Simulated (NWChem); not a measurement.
System meant: Br, doublet

The following NWChem deck was run.

```
start job
memory heap 200 mb stack 900 mb global 1100 mb
geometry units angstroms noautoz
  Br     0.000000     0.000000     0.000000
end
basis spherical
  * library def2-svp
end
dft
  odft
  mult 2
  xc xpbe96 cpbe96
  iterations 4
  mulliken
end
task dft energy
```

End of the output:

```
    Atom       Charge   Shell Charges
 -----------   ------   -------------------------------------------------------
    1 Br  35    35.00   2.00  2.00  1.97  1.21  0.82  5.99  5.80  2.41  2.80  7.83  2.04  0.13

     ------------------------------------------
      Spin Density - Lowdin Population Analysis
     ------------------------------------------

    Atom       Charge   Shell Charges
 -----------   ------   -------------------------------------------------------
    1 Br  35     1.00   0.00 -0.00  0.00  0.00 -0.00  0.00  0.04  0.42  0.54 -0.01  0.00  0.00

   alpha - beta orbital overlaps
   -----------------------------

   alpha      1      2      3      4      5      6      7      8      9     10
    beta      1      2      3      4      5      6      7      9      8     10
 overlap   1.000  1.000  1.000  1.000  1.000  1.000  1.000  1.000  1.000  1.000

   alpha     11     12     13     14     15     16     17     18     19     20
    beta     12     11     14     13     15     18     17     16     19     24
 overlap   1.000  1.000  1.000  1.000  1.000  1.000  1.000  1.000  1.000  0.999

   alpha     21     22     23     24     25     26     27     28     29     30
    beta     21     20     23     22     25     27     26     28     30     29
 overlap   1.000  1.000  1.000  1.000  1.000  1.000  1.000  1.000  1.000  1.000

   alpha     31     32
    beta     31     32
 overlap   1.000  1.000

     --------------------------
     Expectation value of S2:
     --------------------------
      <S2> =      0.7510 (Exact =     0.7500)

 ------------------------------------------------------------------------
 dft energy failed                                                                                  0
 ------------------------------------------------------------------------
 ------------------------------------------------------------------------
  current input line :
    16: task dft energy
 ------------------------------------------------------------------------
 ------------------------------------------------------------------------
 This type of error is most commonly associated with calculations not reaching convergence criteria
 ------------------------------------------------------------------------
 For more information see the NWChem manual at https://nwchemgit.github.io

0:dft energy failed:Received an Error in Communication
```

**Question.** Can this run be used? If not, why, and what is the fix?

**Answer.** The run did not converge; its last values are not results. Cause: the SCF was allowed too few iterations. This input runs:
```
start job
memory heap 200 mb stack 900 mb global 1100 mb
geometry units angstroms noautoz
  Br     0.000000     0.000000     0.000000
end
basis spherical
  * library def2-svp
end
dft
  odft
  mult 2
  xc xpbe96 cpbe96
  iterations 150
  mulliken
end
task dft energy
```
It converges to -2573.40726 Ha (PBE/def2-SVP, spin-unrestricted).
